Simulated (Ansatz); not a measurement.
Program: Ansatz. Geometries: PBE0-D4/def2-TZVP. ΔE: electronic, gas phase. CCSD(T)/CBS is the MP2 limit (def2-TZVPP, def2-QZVPP) plus CCSD(T) − MP2 in def2-TZVPP, frozen cores. DFT in def2-TZVPP. B3LYP here is the variant with VWN-RPA as its local correlation; programs differ in this. One conformer a species, not always the lowest.

Consider the redistribution: `N[SiH]1[SiH2]S1` + `[NH2][AlH][N]([SiH3])[SiH3]` → `[NH2][AlH][SiH]1[SiH2]S1` + `NN([SiH3])[SiH3]`.

CCSD(T)/CBS gives +75.3 kcal/mol.

Problem. Another level gave +71.8 kcal/mol. Which?
A. MP2/def2-TZVPP
B. r2SCAN/def2-TZVPP
C. PBE-D4/def2-TZVPP
D. B3LYP/def2-TZVPP

Solution. D. B3LYP 71.8, MP2/def2-TZVPP 78.2, r2SCAN 73.5, PBE-D4 66.2 kcal/mol.

Largest T1 diagnostic among the species: 0.014.

From PBE to PBE0 (25 % exact exchange), in def2-TZVPP and without D4, ΔE moves by +3.4 kcal/mol.
